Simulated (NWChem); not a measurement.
All runs are NWChem calculations. System: CH$_{3}$BO, charge 0, spin multiplicity 1, displaced from the optimised geometry. The structure started from a generated list of species. Level: PBE/def2-TZVP.

NWChem printed:

```
             Northwest Computational Chemistry Package (NWChem) 7.3.0
             --------------------------------------------------------

                                NWChem Input Module
                                -------------------

 Scaling coordinates for geometry "geometry" by  1.889725989
 (inverse scale =  0.529177249)

 Turning off AUTOSYM since
 SYMMETRY directive was detected!

                             Geometry "geometry" -> ""
                             -------------------------

 Output coordinates in angstroms (scale by  1.889725989 to convert to a.u.)

  No.       Tag          Charge          X              Y              Z
 ---- ---------------- ---------- -------------- -------------- --------------
    1 B                    5.0000     1.31303700     0.38936500     0.00000000
    2 H                    1.0000     1.78940500    -0.09697700     1.04225100
    3 H                    1.0000     1.78940500    -0.09697700    -1.04225100
    4 H                    1.0000     1.27598700     1.63370500     0.00000000
    5 O                    8.0000    -1.29120600    -0.38287700     0.00000000
    6 C                    6.0000    -0.18172300    -0.05392800     0.00000000

 Effective nuclear repulsion energy (a.u.)      55.2236738799

            Nuclear Dipole moment (a.u.)
            ----------------------------
        X                 Y               Z
 ---------------- ---------------- ----------------
    -0.0000075589    -0.0000151178     0.0000000000

      Symmetry information
      --------------------

 Group name             Cs
 Group number              2
 Group order               2
 No. of unique centers     5

      Symmetry unique atoms

     1    2    4    5    6


 Summary of "ao basis" -> "" (spherical)
 ------------------------------------------------------------------------------
       Tag                 Description            Shells   Functions and Types
 ---------------- ------------------------------  ------  ---------------------
 *                         def2-tzvp                  on all atoms

  pbe96 is a nonlocal functional; adding pw91lda local functional.

                                 NWChem DFT Module
                                 -----------------

 Summary of "ao basis" -> "ao basis" (spherical)
 ------------------------------------------------------------------------------
       Tag                 Description            Shells   Functions and Types
 ---------------- ------------------------------  ------  ---------------------
 B                         def2-tzvp                11       31   5s3p2d1f
 H                         def2-tzvp                 4        6   3s1p
 O                         def2-tzvp                11       31   5s3p2d1f
 C                         def2-tzvp                11       31   5s3p2d1f

 Summary of "ao basis" -> "ao basis" (spherical)
 ------------------------------------------------------------------------------
       Tag                 Description            Shells   Functions and Types
 ---------------- ------------------------------  ------  ---------------------
 B                         def2-tzvp                11       31   5s3p2d1f
 H                         def2-tzvp                 4        6   3s1p
 O                         def2-tzvp                11       31   5s3p2d1f
 C                         def2-tzvp                11       31   5s3p2d1f

      Symmetry analysis of basis
      --------------------------

        a'         74
        a"         37

            General Information
            -------------------
          SCF calculation type: DFT
          Wavefunction type:  closed shell.
          No. of atoms     :     6
          No. of electrons :    22
           Alpha electrons :    11
            Beta electrons :    11
          Charge           :     0
          Spin multiplicity:     1
          Use of symmetry is: on ; symmetry adaption is: on
          Maximum number of iterations: 100
          AO basis - number of functions:   111
                     number of shells:    45
          Convergence on energy requested:  1.00D-06
          Convergence on density requested:  1.00D-05
          Convergence on gradient requested:  5.00D-04
[...]
              MO Center=  1.3D+00,  6.7D-02,  1.0D-10, r^2= 2.2D+00
   Bfn.  Coefficient  Atom+Function         Bfn.  Coefficient  Atom+Function
  ----- ------------  ---------------      ----- ------------  ---------------
     8      0.285032  1 B  pz                33      0.210649  2 H  s
    39     -0.210649  3 H  s                 11      0.194078  1 B  pz
    57     -0.149943  5 O  pz                32      0.136975  2 H  s
    38     -0.136975  3 H  s                 34      0.131669  2 H  s
    40     -0.131669  3 H  s                 60     -0.124063  5 O  pz

 Vector   12  Occ=0.000000D+00  E=-1.019709D-01  Symmetry=a"
              MO Center= -1.0D-01, -1.0D-01, -8.2D-11, r^2= 2.1D+00
   Bfn.  Coefficient  Atom+Function         Bfn.  Coefficient  Atom+Function
  ----- ------------  ---------------      ----- ------------  ---------------
    91      0.414201  6 C  pz                88      0.411714  6 C  pz
    94      0.334127  6 C  pz                63     -0.308820  5 O  pz
    57     -0.297784  5 O  pz                60     -0.256586  5 O  pz
    34     -0.211308  2 H  s                 40      0.211308  3 H  s
    33     -0.127735  2 H  s                 39      0.127735  3 H  s

 Vector   13  Occ=0.000000D+00  E=-1.019675D-01  Symmetry=a'
              MO Center= -1.4D-01,  3.1D-02,  8.2D-11, r^2= 2.1D+00
   Bfn.  Coefficient  Atom+Function         Bfn.  Coefficient  Atom+Function
  ----- ------------  ---------------      ----- ------------  ---------------
    90      0.397115  6 C  py                87      0.394734  6 C  py
    93      0.320357  6 C  py                62     -0.296082  5 O  py
    56     -0.285497  5 O  py                59     -0.246000  5 O  py
    46     -0.243991  4 H  s                 45     -0.147505  4 H  s
    34      0.122014  2 H  s                 40      0.122014  3 H  s

 Vector   14  Occ=0.000000D+00  E= 1.018601D-02  Symmetry=a'
              MO Center=  6.7D-02,  2.0D-02, -1.9D-14, r^2= 6.5D+00
   Bfn.  Coefficient  Atom+Function         Bfn.  Coefficient  Atom+Function
  ----- ------------  ---------------      ----- ------------  ---------------
     5      3.725539  1 B  s                 85     -2.086697  6 C  s
    92     -1.623263  6 C  px                12     -1.103439  1 B  px
    54     -1.024459  5 O  s                  9     -0.622732  1 B  px
    93     -0.481329  6 C  py                34     -0.384234  2 H  s
    40     -0.384234  3 H  s                 46     -0.384316  4 H  s

 center of mass
 --------------
 x =  -0.15669815 y =  -0.04647291 z =   0.00000000

 moments of inertia (a.u.)
 ------------------
          31.860060792761         -54.705082150707           0.000000000000
         -54.705082150707         200.120691234935           0.000000000000
           0.000000000000           0.000000000000         216.342527975572

     Multipole analysis of the density
     ---------------------------------

     L   x y z        total         alpha         beta         nuclear
     -   - - -        -----         -----         ----         -------
     0   0 0 0     -0.000000    -11.000000    -11.000000     22.000000

     1   1 0 0     -0.454521     -0.227257     -0.227257     -0.000008
     1   0 1 0     -0.134807     -0.067396     -0.067396     -0.000015
     1   0 0 1      0.000000      0.000000      0.000000      0.000000

     2   2 0 0    -16.357686    -62.080947    -62.080947    107.804208
     2   1 1 0     -0.643973    -15.155405    -15.155405     29.666837
     2   1 0 1      0.000000      0.000000      0.000000      0.000000
     2   0 2 0    -14.376890    -15.466233    -15.466233     16.555577
     2   0 1 1     -0.000000     -0.000000     -0.000000      0.000000
     2   0 0 2    -14.185965    -10.972184    -10.972184      7.758403

            General Information
            -------------------
          SCF calculation type: DFT
          Wavefunction type:  closed shell.
          No. of atoms     :     6
          No. of electrons :    22
           Alpha electrons :    11
            Beta electrons :    11
          Charge           :     0
          Spin multiplicity:     1
          Use of symmetry is: on ; symmetry adaption is: on
          Maximum number of iterations: 100
          AO basis - number of functions:   111
                     number of shells:    45
          Convergence on energy requested:  1.00D-06
          Convergence on density requested:  1.00D-05
          Convergence on gradient requested:  5.00D-04

              XC Information
              --------------
          PerdewBurkeErnzerhof Exchange Functional  1.000
            Perdew 1991 LDA Correlation Functional  1.000 local
           PerdewBurkeErnz. Correlation Functional  1.000 non-local

             Grid Information
             ----------------
          Grid used for XC integration:  medium
          Radial quadrature: Mura-Knowles
          Angular quadrature: Lebedev.
          Tag              B.-S. Rad. Rad. Pts. Rad. Cut. Ang. Pts.
          ---              ---------- --------- --------- ---------
          B                   0.85       49           8.0       434
          H                   0.35       45           9.0       434
          O                   0.60       49          10.0       434
          C                   0.70       49           8.0       434
          Grid pruning is: on
          Number of quadrature shells:   237
          Spatial weights used:  Erf1

          Convergence Information
          -----------------------
          Convergence aids based upon iterative change in
          total energy or number of iterations.
          Levelshifting, if invoked, occurs when the
          HOMO/LUMO gap drops below (HL_TOL):  1.00D-02
          DIIS, if invoked, will attempt to extrapolate
          using up to (NFOCK): 10 stored Fock matrices.

                    Damping(70%)  Levelshifting(0.5)       DIIS
                  --------------- ------------------- ---------------
          dE  on:    start            ASAP                start
          dE off:   30 iters        100 iters           100 iters

      Screening Tolerance Information
      -------------------------------
          Density screening/tol_rho:  1.00D-10
          AO Gaussian exp screening on grid/accAOfunc:  14
          CD Gaussian exp screening on grid/accCDfunc:  20
          XC Gaussian exp screening on grid/accXCfunc:  20
          Schwarz screening/accCoul:  1.00D-08

                            NWChem DFT Gradient Module
                            --------------------------

  charge          =   0.00
  wavefunction    = closed shell

  Using symmetry

                         DFT ENERGY GRADIENTS

    atom               coordinates                        gradient
                 x          y          z           x          y          z
   1 B       2.481280   0.735793   0.000000    0.010722   0.003177   0.000000
   2 H       3.381485  -0.183260   1.969569    0.004817  -0.004117   0.009211
   3 H       3.381485  -0.183260  -1.969569    0.004817  -0.004117  -0.009211
   4 H       2.411266   3.087255   0.000000    0.000279   0.011175   0.000000
   5 O      -2.440026  -0.723533   0.000000   -0.029690  -0.008802   0.000000
   6 C      -0.343407  -0.101909   0.000000    0.009054   0.002684   0.000000

                 ----------------------------------------
                 |  Time  |  1-e(secs)   |  2-e(secs)   |
                 ----------------------------------------
                 |  CPU   |       0.02   |      10.80   |
                 ----------------------------------------
                 |  WALL  |       0.02   |      10.80   |
                 ----------------------------------------

 Task  times  cpu:       25.8s     wall:       25.8s

 Total times  cpu:       25.8s     wall:       25.8s
```

**Question.** Write an NWChem input that would produce this output.

**Answer.** Several could match; the one computed here: 
```
start mol
memory heap 200 mb stack 900 mb global 1100 mb
geometry units angstroms nocenter noautoz
  B      1.313037     0.389365     0.000000
  H      1.789405    -0.096977     1.042251
  H      1.789405    -0.096977    -1.042251
  H      1.275987     1.633705     0.000000
  O     -1.291206    -0.382877     0.000000
  C     -0.181723    -0.053928     0.000000
  symmetry group Cs
end
basis spherical
  * library def2-tzvp
end
dft
  xc xpbe96 cpbe96
  semidirect memsize 60000000 filesize 0
  iterations 100
  convergence damp 70 ncydp 30
end
task dft gradient
```
